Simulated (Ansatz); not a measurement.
Cost and result up the ladder for In9P9H24, a nanocrystal cut from wurtzite InP (hydrogen-capped) (42 atoms). The state is a singlet with charge 0. Geometry: PBE-D4/def2-SVP.

```tsv
atom	x (Å)	y (Å)	z (Å)
In1	-1.097	3.637	1.051
P2	1.181	4.155	-0.177
P3	-0.749	1.239	1.795
In4	1.781	0.550	1.921
In5	-0.517	-2.362	4.028
P6	1.756	-1.829	2.802
In7	2.390	2.522	-1.861
P8	2.189	0.300	-0.659
In9	2.957	-3.473	1.126
P10	-2.526	3.317	-1.144
In11	-2.520	-0.422	0.799
P12	-1.949	-2.667	1.836
In13	-2.032	1.522	-3.015
P14	0.397	2.381	-3.586
P15	-1.537	-0.543	-1.631
In16	0.871	-1.507	-2.034
In17	-1.448	-4.469	-0.023
P18	0.972	-3.601	-0.605
H19	-1.648	4.981	1.998
H20	2.129	4.390	0.869
H21	1.159	5.484	-0.713
H22	-1.129	1.332	3.174
H23	2.733	1.871	2.554
H24	-1.049	-0.871	4.777
H25	-0.365	-3.916	4.794
H26	2.698	-1.687	3.876
H27	3.807	3.236	-2.559
H28	3.544	-0.163	-0.731
H29	4.240	-2.564	0.358
H30	3.098	-5.024	1.901
H31	-2.797	4.590	-1.744
H32	-3.855	3.036	-0.693
H33	-4.098	0.327	0.773
H34	-3.248	-3.032	2.325
H35	-3.111	1.672	-4.364
H36	0.323	3.591	-4.351
H37	0.864	1.525	-4.634
H38	-2.383	-1.503	-2.277
H39	1.288	-1.396	-3.727
H40	-1.294	-6.017	0.755
H41	-2.468	-4.081	-1.392
H42	1.440	-4.532	-1.593
```

Ansatz on 2 threads of AMD EPYC 7R13 on a shared host and a share (18 GiB) of an NVIDIA H100 80GB HBM3. Times are rough, and most runs start from the orbitals of an earlier one. No level here is sound enough to serve as a yardstick. Binding counts from free atoms at the same level (In doublet, P quartet, H doublet; other spins of the atoms weren't run), without zero-point energy or a counterpoise term.

In the def2 sets In takes a core potential; there is no spin–orbit coupling. HSE06 is defined as in plane-wave codes, on full-range PBE exchange. Correlated methods freeze 81 core orbitals; core or outer-core shells of In are correlated, in sets that lack core-valence functions. The rows differ in basis, and correlated rows in double-zeta sets carry the largest basis error. Single mean-field runs in def2-SVP, def2-TZVP are fitted with def2-universal-jkfit.

Correlated methods converge slowly with the basis, most of all in double-zeta sets.

```json
{"level": "PBE0-D4/def2-SVP (with forces)", "functions": "516", "binding energy per atom (eV)": "2.52"}
{"level": "r2SCAN-D4/def2-SVP (with forces)", "functions": "516", "binding energy per atom (eV)": "2.52"}
{"level": "PBE-D4/def2-SVP", "functions": "516", "binding energy per atom (eV)": "2.52"}
{"level": "PBE-D4/def2-TZVP", "functions": "927", "binding energy per atom (eV)": "2.54"}
{"level": "PBE0-D4/def2-TZVP", "functions": "927", "binding energy per atom (eV)": "2.54"}
{"level": "MP2/def2-SVP", "functions": "516", "binding energy per atom (eV)": "2.29"}
{"level": "HSE06-D4/def2-SVP", "functions": "516", "binding energy per atom (eV)": "2.52"}
{"level": "BLYP-D4/def2-SVP", "functions": "516", "binding energy per atom (eV)": "2.47"}
```

Estimate how long each takes.

BLYP-D4/def2-SVP 5.5 s; PBE-D4/def2-TZVP 7.5 s; r2SCAN-D4/def2-SVP (with forces) 9.5 s; PBE0-D4/def2-TZVP 9.5 s; PBE-D4/def2-SVP 11 s; HSE06-D4/def2-SVP 11 s; MP2/def2-SVP 13 s; PBE0-D4/def2-SVP (with forces) 14 s. On shared hardware such times vary by a factor of up to 3.
